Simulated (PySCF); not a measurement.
# Static response to an electric field

C₅H₉O₂P.
Numbering: `[CH:1]#[C:2][P@:3](=[O:4])([OH:5])[CH2:6][CH2:7][CH3:8]` (hydrogens: H9 on C1; H10 on O5; H11, H12 on C6; H13, H14 on C7; H15, H16, H17 on C8)

Structure used (GFN2-xTB), in Å, numbered top down from 1:
```
atom  x, y, z in Å
C1    -2.510    2.051    0.361
C2    -2.064    0.945    0.225
P3    -1.507   -0.723   -0.061
O4    -2.331   -1.482   -1.007
O5    -1.533   -1.384    1.410
C6     0.272   -0.574   -0.439
C7     1.039    0.134    0.668
C8     2.526    0.222    0.345
H9    -2.882    3.025    0.496
H10   -2.241   -2.032    1.423
H11    0.362   -0.039   -1.387
H12    0.642   -1.591   -0.592
H13    0.630    1.138    0.801
H14    0.896   -0.408    1.604
H15    2.684    0.775   -0.579
H16    3.060    0.729    1.145
H17    2.950   -0.773    0.225
```

Level: PBE0/def2-SVPD (PySCF), static field, nuclei fixed, core orbitals frozen in the response. The polarisability tensor in these axes (au):

```
x   94.23 -5.30  0.45
y   -5.30 93.52  3.99
z    0.45  3.99 72.28
```

Q: Diagonalise the tensor; give its mean and Δα, where Δα² is half the sum of the squared differences of the eigenvalues.

A: Principal values 71.47, 89.16 and 99.40 au; mean 86.68 au = 12.84 Å³ = 14.29 × 10⁻⁴⁰ C²·m²/J; Δα = 24.48 au (28 % of the mean).

Q: What is the dipole moment, and where does it point?

A: (1.89, 1.99, 1.73) D, 3.25 D in size, pointing from the negative to the positive side. Measured along this direction, the outermost atoms are O4 at the negative end and H16 at the positive end.

Q: Directions of the eigenvectors, and the extent of the frame along each?

A: Largest value along (0.71, -0.70, -0.09), where the nuclei span 6.81 Å; middle along (0.70, 0.69, 0.18), 5.70 Å; least along (-0.06, -0.19, 0.98), 3.30 Å. The response follows the extents in order.

Q: What molar refraction does this α imply?

A: Lorentz–Lorenz: R = (4π/3)N_A α = 2.5225 cm³/(mol·Å³) × 12.84 Å³ = 32.4 cm³/mol, in the limit of long wavelengths.

Q: Form Σ f/ω² (atomic units) for the 8 lowest TDDFT singlets, given as eV and f, and set it beside the mean polarisability, which is this sum over all singlets: 6.12, 0.0001; 6.37, 0.0083; 6.46, 0.0005; 6.54, 0.0048; 6.62, 0.0039; 7.13, 0.0356; 7.19, 0.0146; 7.64, 0.0367.

A: They add up to 1.50 au, 1.7 % of the 86.68 au; the largest single term is 0.52 au, from the state at 7.13 eV. Terms in order: 0.00, 0.15, 0.01, 0.08, 0.07, 0.52, 0.21, 0.46 au. Higher excitations give the rest. The strengths listed sum to 0.105.

Q: How large is μ²/3kT at 500 K beside α?

A: In Gaussian units μ²/3kT = 50.97 Å³ against 12.84 Å³, a ratio of 3.97; the Debye molar polarisation (4π/3)N_A(α + μ²/3kT) is 161.0 cm³/mol, leaving out the vibrational part.

Q: Rayleigh depolarisation ratio (linearly polarised light, static tensor)?

A: ρ = 3Δα²/(45ᾱ² + 4Δα²) = 1797.5/(338077 + 2396.7) = 0.00528.

The structure is a single GFN2-xTB conformer in the gas phase; no vibrational or solvent corrections.

These values come from a run that also computed excited states. On one thread of an AMD EPYC 7B13, shared host with 96 logical CPUs at a one-minute load of 21, this took 42 s wall and 0.97 GiB of memory at its peak.
